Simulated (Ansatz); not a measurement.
Cost and result up the ladder for In(NH3)H3 (InNH6) (8 atoms). The state is a singlet with charge 0. Geometry: PBE-D4/def2-TZVP.

```xyz
8

In   -0.377   -1.217    0.148
N     0.336    1.084   -0.132
H     0.273    1.370   -1.111
H     1.304    1.207    0.170
H    -0.248    1.715    0.418
H    -0.082   -1.286    1.868
H     0.802   -1.904   -0.940
H    -2.009   -0.967   -0.421
```

Ansatz on 4 threads of Arm Neoverse V2 on a shared host. Times are rough, and most runs start from the orbitals of an earlier one. ωB97M-V/def2-TZVP serves as the yardstick here, not as an exact answer. Differences are given only for rows in sets of like size (and for xTB, whose basis is part of the method), since another set adds its own error. Binding counts from free atoms at the same level (In doublet, N quartet, H doublet; other spins of the atoms weren't run), without zero-point energy or a counterpoise term.

In the def2 sets In takes a core potential; there is no spin–orbit coupling. B3LYP takes the VWN-RPA correlation. Correlated methods freeze 5 core orbitals; core or outer-core shells of In are correlated, in sets that lack core-valence functions.

Correlated methods converge slowly with the basis.

```json
{"level": "LDA (SPW92)/def2-TZVP", "functions": "117", "wall time": "0.35 s"}
{"level": "PBE-D4/def2-SVP", "functions": "70", "wall time": "0.4 s"}
{"level": "PBE0-D4/def2-SVP", "functions": "70", "wall time": "0.6 s"}
{"level": "PBE-D4/def2-TZVP", "functions": "117", "wall time": "0.65 s"}
{"level": "PBE-D4/def2-TZVPD", "functions": "147", "wall time": "0.85 s"}
{"level": "B3LYP-D4/def2-TZVP", "functions": "117", "wall time": "0.9 s"}
{"level": "PBE0-D4/def2-TZVP (with forces)", "functions": "117", "wall time": "1.1 s"}
{"level": "PBE0-D4/def2-TZVPD", "functions": "147", "wall time": "1.2 s"}
{"level": "r2SCAN-D4/def2-TZVP", "functions": "117", "wall time": "1.4 s"}
{"level": "r2SCAN0-D4/def2-TZVP", "functions": "117", "wall time": "1.4 s"}
{"level": "ωB97X-V/def2-TZVP", "functions": "117", "wall time": "2.5 s"}
{"level": "ωB97M-V/def2-TZVP", "functions": "117", "wall time": "2.7 s"}
{"level": "CCSD(T)/def2-TZVPD", "functions": "147", "wall time": "12 s"}
{"level": "CCSD(T)/def2-TZVPP", "functions": "165", "wall time": "18 s"}
```

Question: Estimate what each level gives for the binding energy per atom (eV).

Answer: 
```
                          level  binding energy per atom (eV)  difference from ωB97M-V/def2-TZVP (eV)
          LDA (SPW92)/def2-TZVP                          3.00                                    0.32
                PBE-D4/def2-SVP                          2.63                                       –
               PBE0-D4/def2-SVP                          2.61                                       –
               PBE-D4/def2-TZVP                          2.64                                   -0.04
              PBE-D4/def2-TZVPD                          2.64                                   -0.04
             B3LYP-D4/def2-TZVP                          2.66                                   -0.02
PBE0-D4/def2-TZVP (with forces)                          2.61                                   -0.06
             PBE0-D4/def2-TZVPD                          2.61                                   -0.06
            r2SCAN-D4/def2-TZVP                          2.63                                   -0.04
           r2SCAN0-D4/def2-TZVP                          2.61                                   -0.07
              ωB97X-V/def2-TZVP                          2.68                                    0.01
              ωB97M-V/def2-TZVP                          2.68                                    0.00
             CCSD(T)/def2-TZVPD                          2.56                                   -0.11
             CCSD(T)/def2-TZVPP                          2.62                                   -0.06
```
